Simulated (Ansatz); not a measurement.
Cost and result up the ladder for the cluster Au4F3 (7 atoms). The state is a doublet with charge 0. Geometry: PBE-D4/def2-SVP.

Cartesian coordinates in Å:
```
Au -0.3801 0.3459 -1.3265
Au -0.4906 -0.5286 1.9546
Au 1.5837 -0.0663 0.3520
Au 2.1166 0.6153 -2.1726
F -1.8125 0.6718 -2.6428
F -1.7798 -0.1547 0.4540
F 0.7626 -0.8834 3.3812
```

Ansatz on 4 threads of Intel Xeon 6975P-C on a shared host. Times are rough, and most runs start from the orbitals of an earlier one. r2SCAN0-D4/def2-TZVP serves as the yardstick here, not as an exact answer. Differences are given only for rows in sets of like size (and for xTB, whose basis is part of the method), since another set adds its own error. Binding counts from free atoms at the same level (Au doublet, F doublet; other spins of the atoms weren't run), without zero-point energy or a counterpoise term.

In the def2 sets Au takes a core potential; there is no spin–orbit coupling. Correlated methods freeze 3 core orbitals; core or outer-core shells of Au are correlated, in sets that lack core-valence functions. No other spin state of charge 0 was run. Another isomer (doublet) lies 0.30 eV lower at PBE0-D4/def2-TZVP; other spin states weren't run for this one.

Correlated methods converge slowly with the basis.

```json
{"level": "PBE-D4/def2-SVP", "functions": "170", "wall time": "2.8 s"}
{"level": "PBE-D4/def2-TZVP (with forces)", "functions": "253", "wall time": "5.5 s"}
{"level": "PBE0-D4/def2-SVP", "functions": "170", "wall time": "5.5 s"}
{"level": "r2SCAN-D4/def2-TZVP", "functions": "253", "wall time": "8.5 s"}
{"level": "HF/def2-TZVP", "functions": "253", "wall time": "9 s"}
{"level": "MP2/def2-TZVP", "functions": "253", "wall time": "13 s"}
{"level": "PBE0-D4/def2-TZVP", "functions": "253", "wall time": "14 s"}
{"level": "B2PLYP/def2-TZVP", "functions": "253", "wall time": "14 s"}
{"level": "RPA@PBE/def2-TZVP", "functions": "253", "wall time": "16 s"}
{"level": "r2SCAN0-D4/def2-TZVP", "functions": "253", "wall time": "17 s"}
```

(1) Estimate what each level gives for the binding energy per atom (eV).

Results:

(1) 
| level | binding energy per atom (eV) | difference from r2SCAN0-D4/def2-TZVP (eV) | remarks |
| --- | --- | --- | --- |
| PBE-D4/def2-SVP | 2.25 | – | – |
| PBE-D4/def2-TZVP (with forces) | 2.24 | 0.33 | – |
| PBE0-D4/def2-SVP | 1.93 | – | – |
| r2SCAN-D4/def2-TZVP | 2.20 | 0.28 | – |
| HF/def2-TZVP | 0.75 | -1.17 | spin-contaminated (⟨S²⟩ 0.87) |
| MP2/def2-TZVP | 2.07 | 0.15 | spin-contaminated (⟨S²⟩ 0.87) |
| PBE0-D4/def2-TZVP | 1.96 | 0.04 | – |
| B2PLYP/def2-TZVP | 1.94 | 0.02 | – |
| RPA@PBE/def2-TZVP | 1.78 | -0.13 | – |
| r2SCAN0-D4/def2-TZVP | 1.91 | 0.00 | – |
